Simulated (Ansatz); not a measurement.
A nudged elastic band was laid between two geometries of CH5AsO (8 atoms, charge 0, multiplicity 1).

These are results of RKS PBE0/def2-SVP (Ansatz 0.2.0), not measurements.

```json
{"movable images": "5", "climbing image": "yes", "spring": "2.0 to 10.0 eV/Å², energy-weighted", "optimiser": "quadratic models (default)", "start path": "through a guess of the saddle point", "force threshold": "0.05 eV/Å", "iteration limit": "60", "end points": "relaxed"}
```

Initial state:

```xyz
8
Properties=species:S:1:pos:R:3
C -0.426 0.880 -0.216
O -0.777 -0.144 0.669
As 0.257 -1.602 0.777
H -0.405 0.535 -1.269
H 0.567 1.312 0.016
H -1.178 1.680 -0.130
H 1.618 -0.882 0.832
H 0.437 -1.835 -0.735
```

Final state:

```xyz
8
Properties=species:S:1:pos:R:3
C -0.487 1.035 -0.303
O -0.332 -0.049 0.571
As 1.149 -1.055 0.339
H -0.774 0.720 -1.325
H 0.424 1.659 -0.385
H -1.297 1.670 0.091
H 0.859 -1.921 1.560
H 0.550 -2.115 -0.603
```

Question: What changes between the two ends?

Answer: No bond is made or broken. The height of As3 over the plane of its neighbours goes from -0.85 to 0.86 Å.

Question: What energy profile does the band end with?

Answer: The run converged. The highest image is number 3 of 0 to 6, 2.38 eV above the first end and 2.29 eV above the last; the last end lies 0.09 eV above the first. Neighbouring images differ by up to 1.3 eV, so the band resolves the path poorly. Another band between the same ends (5 images) ends at a top of the same energy, where a vibrational analysis finds 1 clearly imaginary mode.

```json
{"image": "0", "path coordinate (Å)": "0.00", "energy (eV)": "0.00", "height of As3 over the plane of its neighbours (Å)": "-0.85"}
{"image": "1", "path coordinate (Å)": "0.81", "energy (eV)": "0.43", "height of As3 over the plane of its neighbours (Å)": "-0.63"}
{"image": "2", "path coordinate (Å)": "1.15", "energy (eV)": "1.68", "height of As3 over the plane of its neighbours (Å)": "-0.28"}
{"image": "3", "path coordinate (Å)": "1.41", "energy (eV)": "2.38", "height of As3 over the plane of its neighbours (Å)": "0.01"}
{"image": "4", "path coordinate (Å)": "1.71", "energy (eV)": "1.52", "height of As3 over the plane of its neighbours (Å)": "0.36"}
{"image": "5", "path coordinate (Å)": "2.15", "energy (eV)": "0.28", "height of As3 over the plane of its neighbours (Å)": "0.74"}
{"image": "6", "path coordinate (Å)": "3.28", "energy (eV)": "0.09", "height of As3 over the plane of its neighbours (Å)": "0.86"}
```

Question: What is the geometry of the highest image?

Answer: 
```xyz
8
Properties=species:S:1:pos:R:3
C -0.482 1.044 -0.287
O -0.647 -0.089 0.541
As 0.570 -1.374 0.419
H -0.515 0.786 -1.359
H 0.465 1.573 -0.087
H -1.322 1.720 -0.059
H 1.720 -1.276 1.335
H 0.303 -2.441 -0.559
```

Run time: 3.9 min on 1 thread of Arm Neoverse V1 (shared host), peak memory 0.17 GiB.
